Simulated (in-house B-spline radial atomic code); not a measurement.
# LDA VWN5 excitations of the zinc ion Zn²⁺

Method: LDA VWN5. Computed with a B-spline radial code for spherical atoms: linear response of the closed shell [Ar] 3d10 with the functional's adiabatic kernel; non-relativistic, point nucleus, no spin-orbit coupling, no double excitations, S, P, D and F terms only. Only terms of natural parity with L up to 3 were computed.

Without relativity these are model numbers for so heavy an element.

Command:
```bash
python run_td.py task.json out
```
Settings (radii: box in bohr, nucleus in fm):
```
Z                        30
electrons                28
configuration            [Ar] 3d10
hamiltonian              nr
method                   lda,vwn
box_radius               29.48
intervals                55
```

Time taken, with all properties: 1.1 s on 1 thread of Arm Neoverse N1, with other jobs on the host.

The lowest states, in the order of their Tamm-Dancoff energies; the method's threshold (minus the highest occupied level) is 31.46 eV. Labels give the largest channel, * marks a mixed state, and oscillator strengths are full-response dipole values. Semilocal kernels can invert the small singlet-triplet splittings of Rydberg terms. Energies in eV:

| state | full response | Tamm-Dancoff | oscillator strength |
| --- | --- | --- | --- |
| 3d → 4s 3D | 8.344 | 8.361 | - |
| 3d → 4s 1D | 8.845 | 8.858 | - |
| 3d → 4p 3P | 15.429 | 15.448 | - |
| 3d → 4p 3F | ? | ? | - |
| 3d → 4p 1F | 15.787 | 15.791 | - |
| 3d → 4p 1P | 16.489 | 16.565 | 0.464 |
| 3d → 5s 3D | ? | ? | - |
| 3d → 5s 1D | 23.526 | 23.528 | - |
| 3d → 4d 3S | 23.935 | 23.951 | - |
| 3d → 4d 3D | 24.234 | 24.236 | - |

Where does 3d → 5s 3D lie?

At 23.469 eV in full response, 23.471 eV in Tamm-Dancoff.

Where does 3d → 4p 3F lie?

At 15.605 eV in full response, 15.613 eV in Tamm-Dancoff.

How large is the singlet-triplet splitting of 3d → 4s (D terms) in Tamm-Dancoff?

0.497 eV, from the unrounded values.

What polarisabilities and dispersion coefficient does the method give?

Dipole 2.896 bohr³, quadrupole 9.567 bohr⁵, C6 7.78 hartree·bohr⁶ for two such species.
